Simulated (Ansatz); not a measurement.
The same group exchange along the group C, Si, Ge.

Program: Ansatz. Geometries: PBE0-D4/def2-TZVP. ΔE: electronic, gas phase. CBS: MP2 limit from def2 TZ/QZ plus the TZ coupled-cluster correction, frozen cores. This one scheme is used for every species. Functionals use def2-TZVPP. B3LYP here is the variant with VWN-RPA as its local correlation; programs differ in this. For Ge, Zn outer-core shells are correlated without core-valence functions, which leaves a few kJ/mol of doubt a bond. Scalar relativity is left out up to krypton.

```tsv
reaction	PBE-D4 (kJ/mol)	MP2/CBS(def2) (kJ/mol)	CCSD/CBS(def2) (kJ/mol)	B3LYP-D4 (kJ/mol)
`C[O][ZnH]` + `BCl` → `Cl[BH][ZnH]` + CH₃OH	54	70	64	65
`[SiH3][O][ZnH]` + `BCl` → `Cl[BH][ZnH]` + `O[SiH3]`	83	107	103	99
`[ZnH][O][GeH3]` + `BCl` → `Cl[BH][ZnH]` + `[OH][GeH3]`	72	97	90	85
```

(1) Give the CCSD(T)/CBS values in the same order. (Estimate.)

Largest T1 diagnostic: 0.017, for `C[O][ZnH]`.

Results:

(1) Ansatz gave: 64, 101, 89 kJ/mol.
